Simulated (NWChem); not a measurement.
Species: C₂H₅N₃Si; SMILES N[Si@H]1C=NC=N1

```xyz
11

N     -0.1357     2.1279    -0.5556
Si     0.0452     0.7125     0.4067
C     -1.2754    -0.6374     0.0892
N     -0.6939    -1.7471    -0.2071
C      0.7665    -1.5582    -0.2180
N      1.3426    -0.4498     0.0290
H      0.4111     2.9514    -0.3324
H     -0.2742     2.0492    -1.5565
H      0.1722     1.1473     1.8180
H     -2.3648    -0.6259     0.1431
H      1.3135    -2.4727    -0.4597
```
Atoms are numbered in this order, from 1.

Computed with NWChem. Pople sets run with spherical d functions. Geometry: optimised at B3LYP/6-31G* (spherical d). B3LYP is NWChem's, with the RPA form of VWN correlation. Level: B3LYP/6-31G* with SMD (1 M gas to 1 M solution), gas-phase geometry. Reactions with the solvent are ignored.

Q: What does the run give for solvent water? Quantities: solvation free energy (kcal/mol); cavity-dispersion-structure term (kcal/mol); dipole in solution (D).

A: 
| Property | Result |
|---|---|
| solvation free energy (kcal/mol) | -6.3 |
| cavity-dispersion-structure term (kcal/mol) | 3.2 |
| dipole in solution (D) | 3.07 |
